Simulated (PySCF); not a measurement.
AsF2, SMILES [As](F)F, multiplicity 2. Atoms are numbered in the order given.

```xyz
3

F      0.0000    -1.3041     0.7497
As     0.0000     0.0000    -0.4089
F      0.0000     1.3041     0.7497
```
Charge 0, spin multiplicity 2.

Geometry: B3LYP-D3(BJ)/def2-TZVP. The isomer is the one that the SMILES or the coordinates give; other isomers of the formula were not compared.

Computed with PBE/def2-TZVPD (PySCF).

Gas-phase values at a fixed geometry.

Computed frontier levels, dipole moment and polarisability:
```yaml
"α spin, highest occupied and lowest empty level": -5.35 and -2.29 eV
"β spin, highest occupied and lowest empty level": -9.14 and -3.94 eV
dipole_moment: 2.03 D
quadrupole, principal values (traceless, Buckingham form, about the centre of nuclear charge): -2.33, 0.90, 1.43 D·Å
mean_static_polarisability: 31.8 bohr³ (4.71 Å³)
polarisability_principal_values: 29.8, 31.6, 33.9 bohr³
"⟨S²⟩": 0.753 (pure state 0.75)
```
